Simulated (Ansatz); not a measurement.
Molecule: sum formula CaOFH, charge 0, multiplicity 1. SMILES: [Ca]([F])[OH]
Coordinates optimised at B3LYP-D3(BJ)/def2-TZVP (Ansatz, a quantum-chemistry and plane-wave program):
```xyz
4

Ca     0.1682     0.0397     0.1078
F      0.8960     0.7950    -1.6210
O     -1.1916    -0.8368     1.3266
H     -1.8956    -1.2539     1.8195
```
Charge 0, spin multiplicity 1.

CCSD(T) with Ansatz in growing basis sets, 16 correlated electrons. Valence correlation only, unless marked. Open shells are spin-unrestricted. No spin-orbit coupling. The frozen core is the preceding noble-gas configuration, with the filled d and f shells of earlier blocks. The outer core of K, Ca and their heavier congeners is not correlated, a term that matters for these elements. Non-relativistic. Costs are ratios of core time to the smallest set, on shared machines of one kind, and rough; they hold the program's checks for lower states.

| basis | functions | cost over smallest | E(corr) (Eh) | electronic atomisation energy (kcal/mol) |
|---|---|---|---|---|
| def2-TZVPP | 112 | 1× | -0.5570 | 327.6 |
| def2-QZVPP | 214 | 8× | ? | ? |

### Question
What does the step to def2-QZVPP buy, and how does its cost grow by formal scaling?

### Answer
Formally CCSD grows as o²v⁴ and (T) as o³v⁴; with o = 8 and v going from 93 to 195 both grow 19-fold in the last step, while integrals and the mean field grow more slowly. That step adds 50.7 mEh of correlation energy and 13.6 kcal/mol to the atomisation energy. Row: E(corr) (Eh) -0.6077, electronic atomisation energy (kcal/mol) 341.2.
